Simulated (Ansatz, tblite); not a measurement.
Removing and adding an electron: the cluster B6N. The state is a doublet with charge 0. Geometry: B3LYP-D4/def2-SVP. Ansatz, gas phase; energy differences of separate SCF runs; the oxidised species is a singlet (the triplet lies 0.93 eV higher at PBE0-D4/def2-TZVP); the reduced species is a triplet (the singlet lies 0.48 eV higher at PBE0-D4/def2-TZVPD).

Cartesian coordinates in Å:
```
N -1.638 -0.237 1.292
B 0.994 0.060 -1.908
B -0.355 -0.165 -1.246
B 1.081 0.286 0.889
B 1.657 0.296 -0.548
B -1.387 -0.284 -0.023
B -0.352 0.043 1.543
```

The xTB rows come from tblite. Another isomer (doublet) lies 0.19 eV lower at PBE0-D4/def2-TZVP; other spin states weren't run for this one.

| level | −HOMO (eV) | vertical IE (eV) | −LUMO (eV) | vertical EA (eV) | HOMO–LUMO gap (eV) | IE − EA (eV) | remarks |
| --- | --- | --- | --- | --- | --- | --- | --- |
| GFN1-xTB | – | 12.22 | – | 5.57 | – | 6.65 | – |
| GFN2-xTB | – | 10.94 | – | 2.42 | – | 8.52 | – |
| PBE-D4/def2-TZVP | 5.02 | 7.74 | 4.43 | – | 0.59 | – | restricted SCF unstable in HF (+1 singlet) |
| PBE-D4/def2-TZVPD | 5.03 | – | 4.44 | 2.12 | 0.59 | – | HOMO above zero (-1 triplet) |
| PBE0-D4/def2-TZVP | 5.91 | 7.76 | 3.60 | – | 2.31 | – | restricted SCF unstable in HF (+1 singlet) |
| PBE0-D4/def2-TZVPD | 5.91 | – | 3.60 | 2.15 | 2.31 | – | – |
| ωB97X-V/def2-TZVP | 7.85 | 7.65 | 1.64 | – | 6.21 | – | restricted SCF unstable in HF (+1 singlet) |
| ωB97X-V/def2-TZVPD | 7.85 | – | 1.66 | 1.97 | 6.20 | – | – |

   A HOMO above zero means that the electron is unbound at that level or that self-interaction error raises the level; the energy of removing that electron tells which. HOMO and LUMO are the levels of the spin that leaves or enters (xTB has no such levels and no spin-polarisation term). Other spin states of the ions may lie lower, which would lower the ionisation energy or raise the affinity. Raw xTB energy differences between charge states are shifted by several eV; the methods need an empirical correction for them.
